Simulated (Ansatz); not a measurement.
Ansatz (a first-principles code) input:

Ansatz 0.2 input:
```yaml
crystal:
  periodic: [false, false, false]
  atoms:
    - {symbol: Co, position_ang: [-0.00000000, -0.00000000, -0.87560456]}
    - {symbol: F, position_ang: [-0.00000000, -0.00000000, -2.63024407]}
    - {symbol: Br, position_ang: [0.00000000, 0.00000000, 1.35181485]}
basis:
  gaussian:
    orbitals: STO-3G
magnetization: {spin_polarized: true, initial_magnetization: 3}
correlation: {method: ccsd_t, electrons: outside_noble_gas}
```

Task: Which total energy does the run end on?

Result: -4009.29375 Eh (CCSD(T)/STO-3G). The basis has 41 functions.

The spin state was set by rule; other spins were not relaxed.

The determinant is spin-contaminated: <S^2> is 4.50 against 3.75 for a pure state.
